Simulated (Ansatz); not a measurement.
Compare A (`[BH2][GeH]([CH3])[F]`) with its isomer B (`C[BH][GeH2][F]`).

Isolated molecules relaxed with PBE0-D4/def2-TZVP in Ansatz; ΔE leaves out vibrations. CCSD(T)/CBS adds triple-zeta CCSD(T) − MP2 to the extrapolated MP2 energy (def2 sets, frozen cores). Functionals use def2-TZVPP. B3LYP here is the variant with VWN-RPA as its local correlation; programs differ in this. For Ge outer-core shells are correlated without core-valence functions, which leaves a few kJ/mol of doubt a bond. Scalar relativity is left out up to krypton. Each species was taken in one conformer, which may not be the lowest.

Problem. Which is lower in electronic energy at CCSD(T)/CBS, and by how much? (Estimate.)

Solution. Ansatz gave: B, by 3.1 kcal/mol.

Problem. Give E(B) − E(A) in kcal/mol with B3LYP-D4, r2SCAN-D4, B3LYP, CCSD/def2-TZVPP, HF/def2-TZVPP, PBE-D4, PBE0-D4. (Estimate.)

Solution. Ansatz gave: B3LYP-D4 -4.6, r2SCAN-D4 -5.1, B3LYP -4.8, CCSD/def2-TZVPP -2.8, HF/def2-TZVPP -2.9, PBE-D4 -5.7, PBE0-D4 -5.1. None reverses the order clearly.

Largest T1 diagnostic: 0.012.
